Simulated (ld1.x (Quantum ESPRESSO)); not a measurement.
# Cl (Z = 17), PAW: configuration errors across variants

ld1.x (Quantum ESPRESSO) 7.5 input, shortened:

```
&input
   title='Cl', zed=17., rel=1, dft='PBE', iswitch=3,
   config='[Ne] 3s2 3p4.75'
 /
 &inputp
   pseudotype=3, lpaw=.true., tm=.true., lloc=-1, rcloc=1.25,
   nlcc=.true., rcore=0.85,
   which_augfun='PSQ', rmatch_augfun_nc=.true.
 /
4
3S  1  0   2.00   0.00  1.25  1.35  0.0
3S  1  0   0.00  -0.90  1.25  1.35  0.0
3P  2  1   4.75   0.00  1.20  1.50  0.0
3P  2  1   0.00   0.10  1.20  1.50  0.0
 &test
   configts(1)='3s2 3p4.75'
 /
```

All-electron excitation energies from the reference (eV): (1) 3s2 3p5 -2.465; (2) 3s2 3p4 11.410; (3) 3s2 3p3 36.857; (4) 3s1 3p6 9.688; (5) 3s2 3p4.5 3.117; (6) 3s1 3p5 24.119; (7) 3s2 3p1 127.407.

Errors AE − PS in meV (a dash: test not solved or not reliable):

```csv
change,(1),(2),(3),(4),(5),(6),(7),bound ghosts
base,+0.2,-1.4,-7.3,-0.3,-0.3,-2.0,-77,none
"core correction a·sin(br)/r model core, default radius (ld1.x builds one for every PAW set, though the input has nlcc=.false.)",+0.2,-1.0,-6.1,-0.4,-0.2,-1.7,-70,none
core correction a·sin(br)/r model core inside 0.68 bohr,+0.2,-1.4,-7.3,-0.3,-0.3,-2.0,-77,none
core correction a·sin(br)/r model core inside 0.84 bohr,+0.2,-1.4,-7.3,-0.3,-0.3,-2.0,-77,none
core correction a·sin(br)/r model core inside 1.00 bohr,+0.2,-1.4,-7.5,-0.3,-0.3,-2.1,-79,none
core correction a·sin(br)/r model core inside 1.26 bohr,+0.2,-1.3,-7.2,-0.3,-0.3,-2.1,-74,none
core correction a·sin(br)/r model core inside 1.54 bohr,+0.2,-1.3,-6.7,-0.3,-0.3,-2.0,-69,none
```

Question: Give the same row for: core correction a·sin(br)/r model core inside 1.36 bohr.

Answer: +0.2, -1.3, -7.0, -0.3, -0.3, -2.0, -71; bound ghosts: none.
